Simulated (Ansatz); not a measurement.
One change: `CC(C)[NH][Zr]([F])([F])[F]` becomes `[NH2][Zr]([F])([F])[F]`.

Ansatz, PBE0-D4/def2-TZVP geometries, multiplicity 1. Each molecule was computed in one conformer, which needn't be the lowest.

Elements past krypton have def2 core potentials.

```json
{"property": "LUMO energy (B3LYP/def2-TZVPP) / eV", "`CC(C)[NH][Zr]([F])([F])[F]`": "-1.18"}
{"property": "HOMO energy (PBE0/def2-TZVPP) / eV", "`CC(C)[NH][Zr]([F])([F])[F]`": "-7.39"}
{"property": "size of the dipole moment (ωB97M-V/def2-TZVPP) / D", "`CC(C)[NH][Zr]([F])([F])[F]`": "2.94"}
{"property": "HOMO energy (B3LYP/def2-TZVPP) / eV", "`CC(C)[NH][Zr]([F])([F])[F]`": "-7.18"}
{"property": "LUMO energy (PBE0/def2-TZVPP) / eV", "`CC(C)[NH][Zr]([F])([F])[F]`": "-0.91"}
{"property": "HOMO energy (ωB97M-V/def2-TZVPP) / eV", "`CC(C)[NH][Zr]([F])([F])[F]`": "-9.69"}
```

Give the same properties after the change, and the shifts. (Best estimate.)

The calculation gave: 
```
                                          property  `[NH2][Zr]([F])([F])[F]`  shift
               LUMO energy (B3LYP/def2-TZVPP) / eV                     -1.30  -0.12
                HOMO energy (PBE0/def2-TZVPP) / eV                     -8.18  -0.79
size of the dipole moment (ωB97M-V/def2-TZVPP) / D                      2.42  -0.52
               HOMO energy (B3LYP/def2-TZVPP) / eV                     -7.94  -0.76
                LUMO energy (PBE0/def2-TZVPP) / eV                     -1.02  -0.11
             HOMO energy (ωB97M-V/def2-TZVPP) / eV                    -10.54  -0.85
```

With PBE0 the HOMO falls by 0.79 eV and the LUMO falls by 0.11 eV, so the gap widens by about 0.68 eV. PBE moves the HOMO by -0.67 eV and ωB97M-V by -0.85 eV. Dipoles are sizes alone; their direction can turn.

B3LYP here is the variant with VWN-RPA as its local correlation; programs differ in this.
